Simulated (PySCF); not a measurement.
Problem. Give a PBE0-D3(BJ)/def2-SVP geometry of `[H]/N=C(/C=C)C(F)=C(F)F`.

Solution. 
```
atom  x, y, z in Å
C1     2.546    0.172   -0.312
C2     1.365   -0.434   -0.460
C3     0.088    0.244   -0.126
N4     0.099    1.453    0.287
C5    -1.121   -0.590   -0.318
F6    -0.933   -1.867   -0.672
C7    -2.400   -0.203   -0.192
F8    -2.773    1.004    0.148
F9    -3.419   -0.987   -0.390
H10    2.593    1.197    0.067
H11    3.478   -0.338   -0.565
H12    1.307   -1.457   -0.834
H13   -0.836    1.806    0.489
```

Any rigid rotation of these coordinates is as good. Atoms count from 1 in this order. Of the pairs four or more bonds apart, those above aside, F6···H12 is among the closest relative to their van der Waals radii: 2.28 Å, 86 % of the sum of Bondi's values. H13 on N4 lies 2.12 Å from F8, 5 bonds away (angle at H 132°; Bondi radii sum to 2.67 Å). N4 (imine nitrogen) is bent (angle 112.6°). The 3 C–F bonds span 1.301 Å (C7–F9, drawn single) to 1.338 Å (C5–F6, drawn single), a spread of 0.037 Å.

Bonds between heavy atoms (Å): C1=C2 1.336, C2–C3 1.484, C3=N4 1.278, C3–C5 1.482, C5–F6 1.338, C5=C7 1.342, C7–F8 1.309, C7–F9 1.301.

Level of theory: PySCF 2.14.0, PBE0-D3(BJ)/def2-SVP geometry optimisation, gas phase.

Point group: near Cs, missed by 0.22 Å at most; the miss may be what the optimiser left on a soft mode. No frequency check. The numbers are those of one conformer (C1–C2–C3–N4 2°, C2–C3–C5–F6 5°).

The run took about 2.2 min of CPU time (one thread, shared machine). This is the geometry optimisation.
